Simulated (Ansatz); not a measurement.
The cluster V2N2⁻. The state is a doublet with charge -1. Geometry PBE-D4/def2-SVP, that of the neutral singlet; atoms count from 1.

```xyz
4

V    -0.7138   -0.0126    0.9638
V    -0.4390   -0.8274   -0.7492
N     0.9969   -0.0792    0.1977
N     0.1559    0.9192   -0.4123
```

The charge -1 doublet is spin-contaminated (final ⟨S²⟩ up to 0.89, 0.75 for a pure state). The highest occupied level of the charge -1 doublet lies above zero (up to 0.50 eV). By energy differences its removal costs 0.68 eV (vertical, to the charge 0 singlet, at PBE0-D4/def2-TZVPD); a positive level beside a positive removal energy at the same level points to self-interaction error. The structure comes from a short search, and lower isomers may exist.

Estimate the Mulliken populations from the PBE0/def2-TZVPD orbitals of Ansatz.


```json
{"atom": "V1", "charge (e)": "0.05", "spin (α − β)": "0.32", "d electrons": "3.59"}
{"atom": "V2", "charge (e)": "0.05", "spin (α − β)": "0.68", "d electrons": "3.59"}
{"atom": "N3", "charge (e)": "-0.55", "spin (α − β)": "0.00", "d electrons": "–"}
{"atom": "N4", "charge (e)": "-0.55", "spin (α − β)": "0.00", "d electrons": "–"}
```
Mulliken values and Mayer orders depend strongly on the basis. With diffuse functions, as here, like atoms can get unlike values, and bond orders can come out too low or too high.

Where does the spin sit?

Summed by element: V 1.00, N 0.00, of 1 unpaired in all. Largest on single atoms: V2 0.68, V1 0.32, N4 0.00.

And the Mayer bond orders between bonded heavy atoms (over 0.3)?

V1–V2 3.15 (1.92 Å); V1–N3 0.88 (1.88 Å); V1–N4 0.88 (1.88 Å); V2–N3 0.88 (1.88 Å); V2–N4 0.88 (1.88 Å); N3–N4 0.62 (1.44 Å).
